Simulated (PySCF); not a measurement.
Species: C₃H₇BO.
Bonds: C1–C2 (double), C2–B3, B3–O4, O4–C5. Hydrogens: H6, H7 on C1; H8 on C2; H9 on B3; H10, H11, H12 on C5.

The calculation used PBE0-D3(BJ)/def2-SVP geometry optimisation, gas phase (PySCF 2.14.0).

**Question.** What internal coordinates does the optimisation give?

**Answer.** 
```json
{"bond": "C1=C2", "length (pm)": "134.1"}
{"bond": "C2–B3", "length (pm)": "155.1"}
{"bond": "B3–O4", "length (pm)": "134.8"}
{"bond": "O4–C5", "length (pm)": "140.2"}
{"bond": "C1–H6", "length (pm)": "109.6"}
{"bond": "C1–H7", "length (pm)": "109.6"}
{"bond": "C2–H8", "length (pm)": "109.8"}
{"bond": "B3–H9", "length (pm)": "121.9"}
{"bond": "C5–H10, C5–H11, C5–H12", "length (pm)": "110.2"}
```

Bonds in one row agree within 1 pm and their mean is given. A selection of angles:
```json
{"angle": "C2–C1–H6", "degrees": "120.9"}
{"angle": "C2–C1–H7", "degrees": "122.9"}
{"angle": "H6–C1–H7", "degrees": "116.2"}
{"angle": "C1–C2–B3", "degrees": "121.3"}
{"angle": "C1–C2–H8", "degrees": "118.7"}
{"angle": "B3–C2–H8", "degrees": "120.0"}
{"angle": "C2–B3–O4", "degrees": "119.4"}
{"angle": "C2–B3–H9", "degrees": "121.0"}
{"angle": "O4–B3–H9", "degrees": "119.6"}
{"angle": "B3–O4–C5", "degrees": "123.1"}
{"angle": "O4–C5–H10", "degrees": "109.5"}
{"angle": "O4–C5–H12", "degrees": "111.7"}
{"angle": "H10–C5–H11", "degrees": "108.1"}
{"angle": "H10–C5–H12", "degrees": "109.0"}
```

Dihedral angles: C1–C2–B3–O4 180° (antiperiplanar); C2–B3–O4–C5 180° (antiperiplanar).

B3 (three-coordinate boron) is planar (angles 121.0°, 119.6° and 119.4°, sum 360.0°, 0.00 Å off the plane of its three neighbours). The 5 heavy atoms lie in one plane (0.003 Å rms). Of the pairs four or more bonds apart, H9···H12 is among the closest relative to their van der Waals radii: 2.32 Å, 97 % of the sum of Bondi's values.

Point group: Cs (tolerance 0.08 Å). Not checked by PBE0-D3(BJ)/def2-SVP frequencies. The numbers are those of one conformer.

Time: 25 s wall; peak memory 0.42 GiB. Hardware: one thread, Arm Neoverse V1 (aarch64), no GPU, on a shared host. These figures are those of the optimisation.
